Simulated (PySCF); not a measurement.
H₄N₂Se, SMILES N[Se]N. Atoms are numbered in the order given.

```xyz
7

Se     0.0000     0.0000    -0.4146
N     -1.5045     0.0000     0.6578
H     -1.6009     0.8337     1.2220
H     -1.6009    -0.8337     1.2220
N      1.5045     0.0000     0.6578
H      1.6009    -0.8337     1.2220
H      1.6009     0.8337     1.2220
```
Charge 0, spin multiplicity 1.

Coordinates come from a B3LYP-D3(BJ)/def2-TZVP optimisation. Other conformers were not sampled.

The numbers are results of ωB97X/def2-TZVPD (PySCF), not measurements.

Symmetry labels are those of the subgroup C2v that the program uses (full group C2v).

Computed valence orbital energies around the gap with their symmetry:
| orbital | symmetry | energy (eV) |
|---|---|---|
| HOMO−7 | A1 | -20.98 |
| HOMO−6 | B2 | -16.80 |
| HOMO−5 | A2 | -16.35 |
| HOMO−4 | B1 | -15.36 |
| HOMO−3 | A1 | -12.44 |
| HOMO−2 | A1 | -11.11 |
| HOMO−1 | B1 | -9.88 |
| HOMO | B2 | -8.84 |
| LUMO | A1 | 1.38 |
| LUMO+1 | B1 | 1.67 |
| LUMO+2 | B2 | 2.10 |
| LUMO+3 | A1 | 2.26 |
